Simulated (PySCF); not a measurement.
**Polarisability and C₆ of Cu (copper, neutral)**

[Ar] 3d9 4s1 4p1, one real determinant (an excited configuration). Calculation: PySCF 2.14, in aug-cc-pVQZ-PP with ECP10MDF (7s7p6d4f3g2h, 135 functions); scalar relativity through the core potential. Coupled (time-dependent) response in atomic units; α is the mean over directions.

```csv
method,mean α (bohr³),"α xx, yy, zz",C₆ (like pair),S(−4)
PBE0,72.80,"55.80, 55.80, 106.8",623.7,4235
```

S(−4) is the Cauchy moment in α(ω) = α(0) + S(−4) ω² + …

α(iu) at PBE0:

| u (hartree) | α(iu) (bohr³) |
| --- | --- |
| 0 | 72.80 |
| 0.0500 | 64.08 |
| 0.100 | 49.07 |
| 0.200 | 27.96 |
| 0.300 | 17.52 |
| 0.500 | 8.955 |
| 0.750 | 5.187 |
| 1.00 | 3.548 |
| 1.50 | 2.100 |
| 2.00 | 1.449 |
| 3.00 | 0.8493 |
| 5.00 | 0.4139 |

The components differ because the open shell of this determinant is not spherical; for a pure term their mean is the scalar polarisability.

⟨L²⟩ = 8.02 against 12 for a pure F term, so this real determinant mixes terms. Energies and moments cover only the electrons outside the core potential.
